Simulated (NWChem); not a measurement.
## Total energies of BCl

```
B
Cl 1 1.7192
```
Charge 0, spin multiplicity 1.

The numbers come from NWChem runs, not from measurements. The geometry was optimised at PBE0/def2-SVP, a minimum by its harmonic frequencies.

Basis set: 6-31G* (32 functions).

| method | total energy (Ha) |
|---|---|
| RHF | -484.10539 |
| MP2 | -484.29323 |
| B2PLYP | -484.78168 |
| PBE | -484.72510 |
| B3LYP | -484.97433 |
| M06-2X | -484.92990 |
| CCSD(T) | -484.32936 |

Total energies of different functionals aren't comparable as a measure of quality: only differences taken within one method are. 

The correlated methods keep 6 core orbitals frozen. B3LYP has NWChem's definition, with VWN1-RPA local correlation. The Pople sets run with spherical d functions. The structure started from a generated list of species. Coupled-cluster values serve here as a point of comparison, not as the truth.
